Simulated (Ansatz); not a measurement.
Geometry optimisation, RKS BLYP/STO-3G in Ansatz.

Input file:

```yaml
crystal:
  periodic: [false, false, false]
  atoms:
    - { symbol: Si, position_ang: [0.0, 0.0, 0.0] }
    - { symbol: O, position_ang: [0.0, 0.0, 1.68] }
    - { symbol: Si, position_ang: [-1.3147, -0.4067, 2.6436] }
    - { symbol: H, position_ang: [-2.239, -1.2403, 1.8804] }
    - { symbol: H, position_ang: [-0.8506, -1.1432, 3.8157] }
    - { symbol: H, position_ang: [-1.9987, 0.8095, 3.0733] }
    - { symbol: O, position_ang: [1.5842, 0.0, -0.5594] }
    - { symbol: H, position_ang: [1.9006, -0.9521, -0.6761] }
    - { symbol: Si, position_ang: [-1.0456, 1.8115, -0.7393] }
    - { symbol: H, position_ang: [-2.4302, 1.478, -1.0607] }
    - { symbol: H, position_ang: [-1.0215, 2.8436, 0.2931] }
    - { symbol: H, position_ang: [-0.3743, 2.3069, -1.9374] }
    - { symbol: Si, position_ang: [-1.0456, -1.8115, -0.7393] }
    - { symbol: H, position_ang: [-1.7029, -2.4846, 0.3772] }
    - { symbol: H, position_ang: [-2.0454, -1.4265, -1.7311] }
    - { symbol: H, position_ang: [-0.0777, -2.7173, -1.3511] }
basis:
  gaussian: { orbitals: STO-3G }
hamiltonian:
  xc: blyp
relax:
  f_tol: 0.02
  max_steps: 40
```

Command:

```bash
$ ansatz run input.yaml --threads 1 --pin off --max-ram 2048MiB --backend cpu --events-out ev --progress --plain --runs-dir out
```

Q: Where does it end, and by what steps?

A: The run converged. The force dipped under the threshold on the way, but the program's further checks kept it going. Limits of this set-up: minimal basis. After 30 steps the energy has fallen by 0.623 eV; H14 moved furthest, 1.28 Å.

| step | energy less start (eV) | largest force component (eV/Å) | accepted |
| --- | --- | --- | --- |
| 0 | 0.0000 | 1.630 | yes |
| 2 | -0.5110 | 0.484 | yes |
| 4 | -0.5804 | 0.157 | yes |
| 6 | -0.6066 | 0.052 | yes |
| 8 | -0.6081 | 0.066 | yes |
| 10 | -0.6116 | 0.074 | yes |
| 12 | -0.6142 | 0.044 | yes |
| 14 | -0.6153 | 0.049 | yes |
| 16 | -0.6163 | 0.075 | yes |
| 18 | -0.6175 | 0.065 | yes |
| 20 | -0.6190 | 0.036 | yes |
| 22 | -0.6197 | 0.050 | yes |
| 24 | -0.6207 | 0.079 | yes |
| 26 | -0.6215 | 0.009 | yes |
| 28 | -0.6222 | 0.065 | yes |
| 30 | -0.6230 | 0.017 | yes |

```xyz
16
Properties=species:S:1:pos:R:3
Si -0.090 -0.091 -0.042
O 0.173 -0.358 1.649
Si -1.180 -0.426 2.705
H -2.081 -1.538 2.398
H -0.638 -0.612 4.044
H -1.976 0.803 2.676
O 1.537 0.152 -0.619
H 2.042 -0.678 -0.244
Si -1.158 1.874 -0.592
H -2.601 1.757 -0.424
H -0.714 2.996 0.224
H -0.913 2.212 -1.987
Si -1.092 -1.939 -1.026
H -2.468 -2.122 -0.583
H -1.127 -1.787 -2.474
H -0.377 -3.175 -0.738
```

Run time: 2.4 min on 1 thread of Arm Neoverse V1 (shared host), peak memory 0.13 GiB.
